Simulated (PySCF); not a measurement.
**Ionisation energy of Ni⁺ by level of theory**

Ni⁺ [Ar] 3d9 (2D) → Ni²⁺ [Ar] 3d8 (3F), as a difference of total energies. Calculation: PySCF 2.14, in x2c-TZVPall; the spin-free X2C one-electron Hamiltonian (Gaussian nucleus). Correlated levels: valence: [Ar] frozen. The calculations carry no spin-orbit coupling.

```json
{"method": "UHF", "ionisation energy (eV)": "15.034", "difference from reference (eV)": "-3.135"}
{"method": "B3LYP", "ionisation energy (eV)": "18.568", "difference from reference (eV)": "+0.399"}
{"method": "M06-L", "ionisation energy (eV)": "17.846", "difference from reference (eV)": "-0.323"}
{"method": "MP2 (valence)", "ionisation energy (eV)": "17.876", "difference from reference (eV)": "-0.293"}
{"method": "SCS-MP2 (valence)", "ionisation energy (eV)": "17.595", "difference from reference (eV)": "-0.574"}
```

Reference: 18.169 eV (measured; NIST Atomic Spectra Database, ionization energies).

The reference lies between the lowest fine-structure levels, while these numbers refer to the centres of the terms.

Errors of the correlated levels include the incompleteness of this basis and the frozen core.
